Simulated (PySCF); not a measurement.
# Partial charges of `C[P+]1(n2cccc2)C=C1`

Compound: C7H9NP (charge +1).
Geometry (PBE0-D3(BJ)/def2-SVP, Å), atoms numbered from 1 in this order:
```
atom  x, y, z in Å
C1    -1.988   -0.733    1.124
P2    -1.127    0.118   -0.186
N3     0.520   -0.003    0.030
C4     1.184   -0.784    0.988
C5     2.523   -0.613    0.804
C6     2.709    0.291   -0.292
C7     1.479    0.652   -0.754
C8    -1.785    0.343   -1.774
C9    -1.778    1.470   -1.048
H10   -3.065   -0.578    0.971
H11   -1.684   -0.320    2.097
H12   -1.761   -1.809    1.083
H13    0.641   -1.389    1.710
H14    3.305   -1.088    1.394
H15    3.659    0.638   -0.692
H16    1.189    1.317   -1.564
H17   -2.035   -0.039   -2.767
H18   -2.017    2.536   -1.108
```

Density: PBE0/pcSseg-1 (PySCF); schemes: Mulliken, IAO, Hirshfeld and ESP-fitted. One conformer (not necessarily the lowest) at the PBE0-D3(BJ)/def2-SVP geometry, without solvent, vibrations or thermal averaging.

Question: Atoms with like bonding are taken together and averaged. Do the Mulliken, IAO, Hirshfeld and ESP-fitted schemes agree on where the charge is lowest?

Answer: The schemes don't all agree: Mulliken N3 (-0.718); IAO C1 (-0.652); Hirshfeld C1 (-0.109); ESP-fitted C1 (-0.576).

Question: Which atoms carry the highest charge in the Mulliken, IAO, Hirshfeld and ESP-fitted schemes?

Answer: All schemes agree: Mulliken P2 (+0.863); IAO P2 (+1.340); Hirshfeld P2 (+0.489); ESP-fitted P2 (+0.524).

Question: At which atom do the 4 schemes differ most?

Answer: At N3: from -0.718 (Mulliken) to +0.138 e (ESP-fitted), 0.856 e apart.

Question: What partial charge does each atom carry?

Answer: In e; atoms taken as equivalent share a row and are averaged (×n: the atom named and its like, n in all):

```
       atom                          environment  Mulliken     IAO  Hirshfeld  ESP-fitted
         C1       sp3 carbon bound to phosphorus    -0.490  -0.652     -0.109      -0.576
         P2       phosphorus bonded to 3 C and N    +0.863  +1.340     +0.489      +0.524
         N3                pyrrole-type nitrogen    -0.718  -0.349     -0.062      +0.138
      C4/C7  aromatic CH next to a ring nitrogen    +0.155  -0.111     -0.021      -0.292
      C5/C6                   aromatic CH carbon    -0.128  -0.163     -0.045      -0.135
      C8/C9                     alkene CH carbon    -0.150  -0.295     -0.003      -0.134
H10/H11/H12                      methyl hydrogen    +0.219  +0.210     +0.093      +0.238
    H13/H16                    aromatic hydrogen    +0.149  +0.173     +0.067      +0.219
    H14/H15                    aromatic hydrogen    +0.135  +0.189     +0.082      +0.209
    H17/H18                     vinylic hydrogen    +0.183  +0.223     +0.122      +0.233
```

Mean size of the charges over all atoms: IAO 0.293 e, Mulliken 0.252 e, ESP-fitted 0.244 e, Hirshfeld 0.090 e. Each set sums to the total charge, 1, to within 0.001 e. The Hirshfeld scheme divides the density at each point in proportion to the densities of the neutral, spherically averaged free atoms.

Some averages cover members that differ in this geometry: C5/C6, ESP-fitted -0.260 to -0.010; C4/C7, ESP-fitted -0.402 to -0.181; H13/H16, ESP-fitted +0.194 to +0.245; H14/H15, ESP-fitted +0.185 to +0.232 e.

Question: How many electrons does the IAO scheme count on C1?

Answer: Z − q = 6 − (-0.652) = 6.652.

Question: Sum the charges by element, for elements with more than one atom.

Answer: 
```csv
element,atoms,Mulliken,IAO,Hirshfeld,ESP-fitted
C,7,-0.736,-1.791,-0.245,-1.697
H,9,+1.592,+1.800,+0.818,+2.035
```

Question: How closely do the schemes follow one another over all atoms?

Answer: Correlation coefficient and root-mean-square difference: IAO with Hirshfeld 0.97, 0.281 e; Mulliken with IAO 0.90, 0.181 e; Mulliken with Hirshfeld 0.85, 0.225 e; IAO with ESP-fitted 0.80, 0.246 e; Hirshfeld with ESP-fitted 0.76, 0.195 e; Mulliken with ESP-fitted 0.59, 0.272 e.
